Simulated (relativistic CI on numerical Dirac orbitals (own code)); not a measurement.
**Sensitivity of the levels of Ni⁷⁺ to α and to the nuclear radius**

Calculated at this level of theory: Dirac-Coulomb-Breit CI, orbitals from a KLI potential per configuration, derivatives by finite differences, unscaled Slater integrals, QED left out (own radial code, finite nucleus).

CI space (outside the closed core [Ne]): 3s2.3p6.3d3, 3s2.3p5.3d4, 3s2.3p6.3d2.4s, 3s.3p6.3d4, 3s2.3p6.3d2.4p, 3s2.3p6.3d.4s2, 3s2.3p6.3d2.4d, 3s2.3p6.3d.4s.4p. Levels of other configurations are missing.

With x = (α/α₀)² − 1 an excitation energy changes as ω = ω₀ + qx; K = 2q/ω₀ is the relative enhancement. Terms are leading LS components, so labels can repeat. The field-shift factor is F = δν/δ⟨r²⟩ for the transition from the lowest level.

Lowest level 3s2.3p6.3d3 4F_3/2.

| Level | ω₀ (cm⁻¹) | q (cm⁻¹) | K | F (GHz/fm²) |
| --- | --- | --- | --- | --- |
| 3s2.3p6.3d3 4F_5/2 | 914 | 970.4 | 2.12 | 0.00457 |
| 3s2.3p6.3d3 4F_7/2 | 2110 | 2169 | 2.06 | 0.0103 |
| 3s2.3p6.3d3 4F_9/2 | 3528 | 3495 | 1.98 | 0.0167 |
| 3s2.3p6.3d3 4P_1/2 | 26029 | 1070 | 0.0822 | 0.0146 |
| 3s2.3p6.3d3 4P_3/2 | 26340 | 1130 | 0.0858 | 0.0153 |
| 3s2.3p6.3d3 4P_5/2 | 27578 | 2683 | 0.195 | 0.0221 |
| 3s2.3p6.3d3 2G_7/2 | 28150 | 1345 | 0.0956 | 0.0306 |
| 3s2.3p6.3d3 2G_9/2 | 29312 | 2251 | 0.154 | 0.0357 |
| 3s2.3p6.3d3 2P_3/2 | 36742 | 645 | 0.0351 | 0.0274 |
| 3s2.3p6.3d3 2P_1/2 | 37315 | 1833 | 0.0982 | 0.035 |
| 3s2.3p6.3d3 2H_9/2 | 38816 | 2062 | 0.106 | 0.0585 |
| 3s2.3p6.3d3 2H_11/2 | 39571 | 2455 | 0.124 | 0.0614 |
| 3s2.3p6.3d3 2D_5/2 | 40424 | 2916 | 0.144 | 0.0352 |
| 3s2.3p6.3d3 2D_3/2 | 40906 | 4289 | 0.21 | 0.0446 |
| 3s2.3p6.3d3 2F_7/2 | 63322 | 1839 | 0.0581 | 0.0609 |
| 3s2.3p6.3d3 2F_5/2 | 63981 | 2399 | 0.075 | 0.0634 |
| 3s2.3p6.3d3 2D_5/2 | 100669 | 2003 | 0.0398 | 0.122 |
| 3s2.3p6.3d3 2D_3/2 | 101191 | 2438 | 0.0482 | 0.123 |
| 3s2.3p5.3d4 6D°_9/2 | 449376 | 8435 | 0.0375 | 0.576 |
| 3s2.3p5.3d4 6D°_7/2 | 449980 | 8561 | 0.0381 | 0.57 |
| 3s2.3p5.3d4 6D°_5/2 | 450929 | 9459 | 0.042 | 0.563 |
| 3s2.3p5.3d4 6D°_3/2 | 451944 | 10740 | 0.0475 | 0.556 |
| 3s2.3p5.3d4 6D°_1/2 | 452727 | 11890 | 0.0525 | 0.552 |

At this charge configurations can still be misplaced by up to about 7 % of their energy. Terms inside the open d or f shell come out 10 to 20 % too wide with unscaled integrals.
